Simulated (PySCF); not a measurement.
Species: C5H3FOS.
Atom-mapped SMILES: `[O:1]=[C:2]([F:3])[c:4]1[cH:5][cH:6][cH:7][s:8]1` (hydrogens: H9 on C5; H10 on C6; H11 on C7)

Torsions of this conformer, `[O:1]=[C:2]([F:3])[c:4]1[cH:5][cH:6][cH:7][s:8]1`: O1–C2–C4–C5 179°.

The closed-shell ground state was solved at several levels (PySCF, density fitting, gas phase, non-relativistic). One conformer (not necessarily the lowest) at the PBE0-D3(BJ)/def2-SVP geometry, without solvent, vibrations or thermal averaging.

```tsv
level	basis functions	total energy (Eh)	HOMO (eV)	LUMO (eV)	gap (eV)	dipole (D)
PBE0/IGLO-III	319	-765.2240	-7.67	-2.08	5.59	4.25
PBE0/cc-pVDZ	131	-765.0911	-7.53	-1.87	5.66	3.98
PBE0/cc-pVTZ	286	-765.2112	-7.64	-2.03	5.61	4.19
PBE0/aug-cc-pVDZ	215	-765.1156	-7.69	-2.13	5.56	4.29
PBE0/def2-SVP	131	-764.6673	-7.67	-1.98	5.69	4.09
```

Problem. Estimate the row for PBE0/def2-TZVP, a basis of 272 functions; the other rows only guide the guess.

Solution. Total energy -765.2230 Eh, HOMO -7.68 eV, LUMO -2.08 eV, gap 5.60 eV, dipole 4.26 D.

Problem. Over all these levels, which gives the widest orbital gap and which the narrowest?

Solution. PBE0/def2-SVP has the widest, 5.69 eV, and PBE0/aug-cc-pVDZ the narrowest, 5.56 eV. From the narrowest to the widest the HOMO moves by +0.02 eV and the LUMO by +0.15 eV.

Problem. How much does the basis alone move the frontier levels among the 6 PBE0 rows (the withheld one included)?

Solution. The HOMO by 0.16 eV and the LUMO by 0.26 eV. By rising basis size (HOMO, LUMO in eV): cc-pVDZ -7.53, -1.87; def2-SVP -7.67, -1.98; aug-cc-pVDZ -7.69, -2.13; def2-TZVP -7.68, -2.08; cc-pVTZ -7.64, -2.03; IGLO-III -7.67, -2.08.

Problem. How far do the dipole and the HOMO energy spread over the levels?

Solution. The dipole runs from 3.98 to 4.29 D (mean 4.17 D) and the HOMO from -7.69 to -7.53 eV.
